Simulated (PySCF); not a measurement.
HOP. Atoms are numbered in the order given.

```xyz
3

P     -0.1129    -0.4713     0.0000
O      0.0549     1.0072     0.0000
H      1.2546    -0.9885     0.0000
```

Geometry: TPSSh-D3(BJ)/def2-TZVPD.

These are PySCF with PBE/pcSseg-2 values and carry that method's errors.

GIAO shieldings, no solvent; atoms alike by connectivity are averaged. δ = σ(ref) − σ: ³¹P against PH3 (σ = 572.3 ppm); ¹⁷O against H2O (σ = 327.5 ppm); ¹H against TMS (σ = 31.47 ppm), references at their B3LYP-D3(BJ)/def2-TZVP geometries, non-relativistic.

Computed chemical shifts:
```csv
nucleus,atoms,count,δ (ppm)
³¹P,P1,1,1029.2
¹⁷O,O2,1,1100.4
¹H,H3,1,13.57
```
